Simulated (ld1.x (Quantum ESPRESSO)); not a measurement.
**Varying the PAW potential for gallium (Ga)**

Base potential:

gallium (Ga), PAW, made with ld1.x (Quantum ESPRESSO) 7.5 (PBE, scalar-relativistic). Core [Ar] 3d10, reference 4s2 4p1. Waves: 4s (bound): rcut 1.60, rcutus 1.85 bohr; 4s channel at 0.55 Ry: rcut 1.60, rcutus 1.85 bohr; 4p (bound): rcut 2.15, rcutus 2.40 bohr; 4p channel at 4.15 Ry: rcut 2.15, rcutus 2.40 bohr; 4d channel at 0.15 Ry: rcut 1.70, rcutus 2.35 bohr; 4d channel at 2.65 Ry: rcut 1.70, rcutus 2.35 bohr. Local part: all-electron potential smoothed inside 1.75 bohr (lloc = -1). Core correction: Bessel-smoothed model core, default radius (core density twice the valence density). Augmentation charge: PSQ, inside the norm-conserving radii.

All-electron outer shells of the reference configuration (PBE, scalar-relativistic, ld1.x):

```tsv
shell	level (eV)	outermost node (bohr)	outermost maximum (bohr)
3p	-98.86	0.24	0.56
3d	-19.15	–	0.53
4s	-8.95	0.81	1.90
4p	-2.58	0.87	2.53
```

Cutoffs, loose and tight: the cutoffs (Ry, on a coarse ladder) from which the occupation-weighted sum of valence levels, in a spherical-Bessel basis at the reference potential, stays within 10 and 1 mRy of its value at 400 Ry. They do not see the model core or the augmentation charge, which bear on the density cutoff. Test errors are all-electron minus pseudo excitation energies from the reference, over the configurations 4s2 4p0; 4s1 4p0; 4s2 4p0.5; 4s2 4p1.3; 4s0 4p3; 4s1 4p1; 4s1 4p2. A dash means not determined; rows that change the core or the reference have their own tests.

A true bound ghost makes a file unfit for plane-wave use even where its test errors are small: the radial tests pick states by their node count and pass the ghost by.

Cutoffs are not given where the Bessel-basis levels miss the radial ones by over 6 mRy, ghosts where they miss by over 20 mRy; a channel whose overlap is not positive is not tested.

```tsv
change	outcome	cutoff, loose	cutoff, tight	bound ghosts	largest test error (meV)
base	generated	8 Ry	12 Ry	none	-204
waves 4d channel at 0.15 Ry: rcut 1.50, rcutus 1.58 bohr; 4d channel at 2.65 Ry: rcut 1.50, rcutus 1.58 bohr	generated	8 Ry	12 Ry	d	-204
waves 4d channel at 0.15 Ry: rcut 1.60, rcutus 1.70 bohr; 4d channel at 2.65 Ry: rcut 1.60, rcutus 1.70 bohr	generated	8 Ry	12 Ry	d	-204
waves 4d channel at 0.15 Ry: rcut 1.70, rcutus 2.04 bohr; 4d channel at 2.65 Ry: rcut 1.70, rcutus 2.04 bohr	generated	8 Ry	12 Ry	d	-204
waves 4d channel at 0.15 Ry: rcut 1.70, rcutus 2.14 bohr; 4d channel at 2.65 Ry: rcut 1.70, rcutus 2.14 bohr	generated	8 Ry	12 Ry	d	-204
waves 4d channel at 0.15 Ry: rcut 1.70, rcutus 2.48 bohr; 4d channel at 2.65 Ry: rcut 1.70, rcutus 2.48 bohr	generated	8 Ry	12 Ry	none	-204
waves 4d channel at 0.15 Ry: rcut 1.70, rcutus 2.60 bohr; 4d channel at 2.65 Ry: rcut 1.70, rcutus 2.60 bohr	generated	8 Ry	12 Ry	none	-204
waves 4d channel at 0.15 Ry: rcut 1.70, rcutus 2.86 bohr; 4d channel at 2.65 Ry: rcut 1.70, rcutus 2.86 bohr	generated	8 Ry	12 Ry	none	-204
waves 4d channel at 0.15 Ry: rcut 1.70, rcutus 3.06 bohr; 4d channel at 2.65 Ry: rcut 1.70, rcutus 3.06 bohr	generated	8 Ry	12 Ry	none	-204
waves 4d channel at 0.15 Ry: rcut 1.70, rcutus 3.34 bohr; 4d channel at 2.65 Ry: rcut 1.70, rcutus 3.34 bohr	generated	8 Ry	12 Ry	none	-204
```

**Question.** What comes out with this change to the base: waves 4d channel at 0.15 Ry: rcut 1.70, rcutus 3.52 bohr; 4d channel at 2.65 Ry: rcut 1.70, rcutus 3.52 bohr?

**Answer.** outcome: generated, overlap not positive; bound ghosts: not determined (overlap not positive); largest test error (meV): -204. A file whose overlap is not positive is unfit for use, and its test errors describe a broken file.

Reading the sweep of the d radius (base included, trends over the rows without a ghost): The loose cutoff stays near 8 Ry. The median size of the test errors (rows with all tests solved) stays near 18.9 meV. Bound ghosts are found at 1.58, 1.7, 2.04, 2.14 bohr.
